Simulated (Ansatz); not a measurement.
System: C$_{6}$H$_{7}$, net charge 0, doublet state. It need not be the lowest isomer of its formula. SMILES: CC1=CC=[C]C1
Geometry from a B3LYP-D3(BJ)/def2-TZVP (Ansatz, a program for electronic structure) optimisation:
```xyz
13

C     -2.1008     0.2391    -0.1404
C     -0.6199     0.1126    -0.0385
C      0.2969     1.0883     0.0990
C      1.6613     0.5183     0.1610
C      1.5204    -0.7987     0.0575
C      0.0994    -1.2267    -0.0791
H     -2.4760    -0.1758    -1.0809
H     -2.6069    -0.2991     0.6668
H     -2.4058     1.2852    -0.0895
H      0.0838     2.1479     0.1579
H      2.5701     1.0908     0.2694
H     -0.0886    -1.7616    -1.0153
H     -0.2196    -1.8851     0.7349
```
Charge 0, spin multiplicity 2.

Parts of the frozen-core correlation energy in 6-31G (Ansatz, hartree). Frozen orbitals: 6; correlated occupied orbitals by spin: 16 and 15; virtual: 46 and 47. UHF or UKS for open shells. Spin-orbit coupling is left out. No relativistic terms.

| term | value |
|---|---|
| reference (HF) | -231.10172 |
| MP2 opposite-spin | -0.35729 |
| MP2 same-spin | -0.11247 |
| CCSD correlation | -0.54997 |
| (T) | -0.01843 |
| T1 diagnostic | 0.046 |
| largest doubles amplitude | 0.111 |
| <S^2> of the reference | 1.346 |
